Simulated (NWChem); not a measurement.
System meant: CH$_{3}$BrCdS; SMILES C[S][Cd][Br]

The following NWChem deck was run.

```
start job
memory heap 200 mb stack 900 mb global 1100 mb
geometry units angstroms noautoz
  Cd     0.332745    -0.275234     0.000000
  Br     1.240609    -2.534590     0.000000
  S     -0.514319     1.923327     0.000000
  C     -2.336105     1.644178     0.000000
  H     -2.681364     1.110948    -0.905988
  H     -2.789284     2.654735     0.000000
  H     -2.681364     1.110948     0.905988
end
basis spherical
  Cd library def2-svp
  Br library def2-svp
  S library def2-svp
  C library def2-svp
  H library def2-svp
end
dft
  xc pbe0
  iterations 150
  mulliken
end
task dft energy
```

End of the output:

```
             Northwest Computational Chemistry Package (NWChem) 7.3.0
             --------------------------------------------------------

 CS  symmetry detected

                             Geometry "geometry" -> ""
                             -------------------------

 Output coordinates in angstroms (scale by  1.889725989 to convert to a.u.)

  No.       Tag          Charge          X              Y              Z
 ---- ---------------- ---------- -------------- -------------- --------------
    1 Cd                  48.0000     0.17456385     0.18626067     0.00000000
    2 Br                  35.0000    -0.10824669    -2.23219437     0.00000000
    3 S                   16.0000     0.48170947     2.52225071     0.00000000
    4 C                    6.0000    -1.25183763     3.14806444     0.00000000
    5 H                    1.0000    -1.81001703     2.84479266    -0.90598800
    6 H                    1.0000    -1.16672250     4.25230720     0.00000000
    7 H                    1.0000    -1.81001703     2.84479266     0.90598800

 Effective nuclear repulsion energy (a.u.)     743.7716897545

      Symmetry information
      --------------------

 Group name             Cs
 Group number              2
 Group order               2
 No. of unique centers     6

                                 NWChem DFT Module
                                 -----------------

 Summary of "ao basis" -> "ao basis" (spherical)
 ------------------------------------------------------------------------------
       Tag                 Description            Shells   Functions and Types
 ---------------- ------------------------------  ------  ---------------------
 Cd                         def2-svp                11       31   5s3p2d1f
 Br                         def2-svp                12       32   5s4p3d
 S                          def2-svp                 8       18   4s3p1d
 C                          def2-svp                 6       14   3s2p1d
 H                          def2-svp                 3        5   2s1p

      Symmetry analysis of basis
      --------------------------

        a'         75
        a"         35

            General Information
            -------------------
          SCF calculation type: DFT
          Wavefunction type:  closed shell.
          No. of atoms     :     7
          No. of electrons :   108
           Alpha electrons :    54
            Beta electrons :    54
          Charge           :     0
          Spin multiplicity:     1
          Use of symmetry is: on ; symmetry adaption is: on
          Maximum number of iterations: 150
          AO basis - number of functions:   110
                     number of shells:    46
          Convergence on energy requested:  1.00D-06
          Convergence on density requested:  1.00D-05
          Convergence on gradient requested:  5.00D-04

              XC Information
              --------------
                         PBE0 Method XC Functional
                     Hartree-Fock (Exact) Exchange  0.250
          PerdewBurkeErnzerhof Exchange Functional  0.750
            Perdew 1991 LDA Correlation Functional  1.000 local
           PerdewBurkeErnz. Correlation Functional  1.000 non-local

             Grid Information
             ----------------
          Grid used for XC integration:  medium
          Radial quadrature: Mura-Knowles
          Angular quadrature: Lebedev.
          Tag              B.-S. Rad. Rad. Pts. Rad. Cut. Ang. Pts.
          ---              ---------- --------- --------- ---------
          Cd                  1.55      123          11.0       590
          Br                  1.15      112          14.0       590
          S                   1.00       88          12.0       590
          C                   0.70       49          13.0       434
          H                   0.35       45          14.0       434
          Grid pruning is: on
          Number of quadrature shells:   462
          Spatial weights used:  Erf1

      Superposition of Atomic Density Guess
      -------------------------------------

 Sum of atomic energies:       -4216.77558881

      Non-variational initial energy
      ------------------------------

 Total energy =   -4222.339328
 1-e energy   =   -7336.138795
 2-e energy   =    2370.027777
 HOMO         =      -0.688002
 LUMO         =      -0.685458

      Symmetry analysis of molecular orbitals - initial
      -------------------------------------------------

  Numbering of irreducible representations:

     1 a'          2 a"

  Orbital symmetries:

     1 a'          2 a'          3 a'          4 a'          5 a'
     6 a'          7 a"          8 a'          9 a'         10 a'
    11 a"         12 a'         13 a'         14 a"         15 a'
    16 a"         17 a'         18 a'         19 a'         20 a"
    21 a'         22 a"         23 a'         24 a"         25 a'
    26 a'         27 a'         28 a'         29 a'         30 a"
    31 a'         32 a'         33 a"         34 a'         35 a'
    36 a"         37 a'         38 a'         39 a"         40 a'
    41 a"         42 a'         43 a'         44 a'         45 a"
    46 a'         47 a"         48 a'         49 a'         50 a'
    51 a"         52 a'         53 a'         54 a'         55 a"
    56 a'         57 a"         58 a'         59 a'         60 a"
    61 a'         62 a'         63 a'         64 a'

     ---------------------------------------------
      Total Density - Mulliken Population Analysis
     ---------------------------------------------

    Atom       Charge   Shell Charges
 -----------   ------   -------------------------------------------------------
    1 Cd  48    55.73   2.00  2.01  2.03  2.63 -0.50  6.01  6.64  0.12 10.03 10.74 14.00
    2 Br  35    33.36   2.00  2.00  2.00  1.19  0.65  6.00  5.98  1.71  1.87  8.22  1.73  0.02
    3 S   16    14.38   2.00  1.99  1.06  0.77  5.92  1.18  1.42  0.04
    4 C    6     3.73   1.99  0.86  0.34  0.41  0.12  0.01
    5 H    1     0.27   0.21  0.06  0.01
    6 H    1     0.25   0.19  0.06  0.01
    7 H    1     0.27   0.21  0.06  0.01

[...]
```

Task: Can this run be used? If not, why, and what is the fix?

Result: The run ends normally but its numbers are meaningless: the def2 basis of a heavy element holds valence functions alone and wants its effective core potential (without it all electrons must fit into that basis). This input runs:
```
start job
memory heap 200 mb stack 900 mb global 1100 mb
geometry units angstroms noautoz
  Cd     0.332745    -0.275234     0.000000
  Br     1.240609    -2.534590     0.000000
  S     -0.514319     1.923327     0.000000
  C     -2.336105     1.644178     0.000000
  H     -2.681364     1.110948    -0.905988
  H     -2.789284     2.654735     0.000000
  H     -2.681364     1.110948     0.905988
end
basis spherical
  Cd library def2-svp
  Br library def2-svp
  S library def2-svp
  C library def2-svp
  H library def2-svp
end
ecp
  Cd library def2-ecp
end
dft
  xc pbe0
  iterations 150
  mulliken
end
task dft energy
```
It converges to -3179.10726 Ha (PBE0/def2-SVP with def2 effective core potentials on Cd). The faulty run gave -4326.406 Ha, with all electrons squeezed into the valence basis.
